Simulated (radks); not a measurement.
The numbers below are computed, except where a source is named.
Task: All-electron atom: Ga III in [Ar] 3d10 4s1. Code: a radial shooting solver on a logarithmic mesh with Libxc functionals. Model: non-relativistic Kohn-Sham, exchange-only B88, spin-polarised, spherical densities, point nucleus; open shells are filled with parallel spins first. Some entries of the table are withheld. Estimate them.

orbital  occ.  eigenvalue (eV)  <r> (bohr)
1s up       1        -10113.62     0.04943
1s down     1        -10113.55     0.04943
2s down     1        -1251.225      0.2216
2s up       1        -1251.224      0.2216
2p up       3        -1111.007      0.1922
2p down     3        -1110.995      0.1922
3s up       1              (1)      0.6631
3s down     1              (2)      0.6626
3p up       3              (3)         (4)
3p down     3              (5)         (6)
3d up       5         -38.7096      0.8017
3d down     5         -38.4451      0.7905
4s up       1         -25.7544       2.114
4s down     0         -23.7220       2.115

Result: 
(1) 3s up eigenvalue (eV): -162.0529
(2) 3s down eigenvalue (eV): -161.9989
(3) 3p up eigenvalue (eV): -116.5910
(4) 3p up <r> (bohr): 0.6844
(5) 3p down eigenvalue (eV): -116.5104
(6) 3p down <r> (bohr): 0.6833
